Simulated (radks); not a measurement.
Results of a calculation; reference values are marked as such.
Fractional charge and spin in the 5s shell of indium: the spin-up occupation runs from 0 to 1 and the spin-down occupation from 0 to 1; the fullest corner is In, [Kr] 4d10 5p(up 0.5, down 0.5) 5s(up 1, down 1). Level of theory: scalar-relativistic Kohn-Sham, PBE, spin-polarised, spherical densities, finite nucleus; Fermi nuclear charge, rms radius of each element as measured or else 0.836 A^(1/3) + 0.57 fm (a radial shooting solver on a logarithmic mesh with Libxc functionals). Energy (eV) minus the two flat planes that join the four corners (they meet along the diagonal where the two added fractions sum to one electron); zero is where a piecewise linear energy would lie.

down \ up,0,0.25,0.5,0.75,1
0,0.000,-0.777,-1.030,-0.768,0.000
0.25,-0.777,-0.972,-0.655,0.164,-0.687
0.5,-1.030,-0.655,0.219,-0.581,-0.906
0.75,-0.768,0.164,-0.581,-0.855,-0.671
1,0.000,-0.687,-0.906,-0.671,0.000

Corners above the fullest one (they belong to In+ and the next ion): (up 1, down 0) 11.737 eV, (up 0, down 1) 11.737 eV, (up 0, down 0) 32.121 eV. With half an added electron in each spin the energy lies 0.219 eV from the planes, and with half an added electron in spin up alone -1.030 eV. The planes are only a guide here: the flat-plane condition holds for ground states with one frontier orbital, while this shell lies below other occupied shells, so the corners above the fullest one are inner-hole states and not the ground states of those ions.
